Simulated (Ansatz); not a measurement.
`C[O][Mg][OH]` and `C[O][Mg][O]C` differ in one atom or group.

Ansatz, PBE0-D4/def2-TZVP geometries, multiplicity 1. Each molecule was computed in one conformer, which needn't be the lowest.

| property | `C[O][Mg][OH]` |
| --- | --- |
| LUMO energy (PBE0/def2-TZVPP) / eV | -1.05 |
| LUMO energy (B3LYP/def2-TZVPP) / eV | -1.38 |
| HOMO–LUMO gap (PBE/def2-TZVPP) / eV | 3.81 |
| HOMO energy (PBE/def2-TZVPP) / eV | -5.62 |
| HOMO energy (B3LYP/def2-TZVPP) / eV | -6.91 |
| HOMO–LUMO gap (PBE0/def2-TZVPP) / eV | 6.07 |

Q: Give the same properties after the change, and the shifts. (An estimate is asked.)

A: Computed: 
| property | `C[O][Mg][O]C` | shift |
| --- | --- | --- |
| LUMO energy (PBE0/def2-TZVPP) / eV | -1.05 | 0.00 |
| LUMO energy (B3LYP/def2-TZVPP) / eV | -1.36 | 0.02 |
| HOMO–LUMO gap (PBE/def2-TZVPP) / eV | 3.77 | -0.04 |
| HOMO energy (PBE/def2-TZVPP) / eV | -5.59 | 0.03 |
| HOMO energy (B3LYP/def2-TZVPP) / eV | -6.87 | 0.04 |
| HOMO–LUMO gap (PBE0/def2-TZVPP) / eV | 6.03 | -0.04 |

B3LYP here is the variant with VWN-RPA as its local correlation; programs differ in this.
